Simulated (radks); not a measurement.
Polarisability of the silicon ion Si3+, [Ne] 3s1, at imaginary frequency. Method: scalar-relativistic Kohn-Sham, LB94 model potential, spin-unpolarised, spherical densities, finite nucleus; Fermi nuclear charge, rms radius 3.1224 fm; computed with a radial shooting solver on a logarithmic mesh with Libxc functionals. Response by self-consistent Sternheimer equations with the Hartree and adiabatic LDA kernel, the relativistic mass of each level held fixed and spin-orbit coupling left out.

| w (hartree) | alpha1(iw) (bohr^3) | alpha2(iw) (bohr^5) |
|---|---|---|
| 0.00266 | 5.657 | 10.89 |
| 0.0143 | 5.649 | 10.89 |
| 0.0360 | 5.606 | 10.87 |
| 0.0697 | 5.468 | 10.80 |
| 0.118 | 5.146 | 10.63 |
| 0.186 | 4.545 | 10.27 |
| 0.280 | 3.651 | 9.575 |
| 0.413 | 2.615 | 8.395 |
| 0.605 | 1.679 | 6.684 |
| 0.892 | 0.9968 | 4.660 |
| 1.35 | 0.5710 | 2.779 |
| 2.12 | 0.3276 | 1.405 |
| 3.59 | 0.1867 | 0.5938 |
| 6.94 | 0.08981 | 0.1962 |
| 17.5 | 0.02337 | 0.03802 |

Static values: alpha1 = 5.658 bohr^3 (0.8384 angstrom^3; uncoupled 7.189), alpha2 = 10.89 bohr^5, alpha3 = 39.82 bohr^7. C6 = 9.511, C8 = 122.5, triple-dipole C9 = 38.90 atomic units. One-pole (London) frequency 4 C6 / (3 alpha1^2) = 0.396 hartree, against 1.699 for minus the highest occupied eigenvalue.
